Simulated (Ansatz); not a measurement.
## C2H5FSi (SMILES F/C=C/[SiH3]): the vertical energy of the triplet above the singlet from total energies

The species is C2H5FSi (9 atoms), meant as a singlet with charge 0. SMILES: `F/C=C/[SiH3]`. The coordinates come from a PBE0-D4/def2-TZVP relaxation.

Both states at this one shape; open shells run unrestricted unless said. 1 Eh = 27.2114 eV.

```
          level  program  singlet C2H5FSi (Eh)  triplet C2H5FSi (Eh)
   BLYP/cc-pVDZ   Ansatz           -468.459848           -468.292980
wB97M-V/cc-pVDZ   Ansatz           -468.428015           -468.257399
  wB97X/cc-pVDZ   Ansatz           -468.472131           -468.306456
```

Q: Work out the vertical gap, second state less first, at each level.

A: 
1. BLYP/cc-pVDZ: -468.292980 − (-468.459848) = 0.166868 Eh = 4.54 eV.
2. wB97M-V/cc-pVDZ: -468.257399 − (-468.428015) = 0.170616 Eh = 4.64 eV.
3. wB97X/cc-pVDZ: -468.306456 − (-468.472131) = 0.165675 Eh = 4.51 eV.

No measured value is set beside it here; the levels span 4.51 to 4.64 eV.
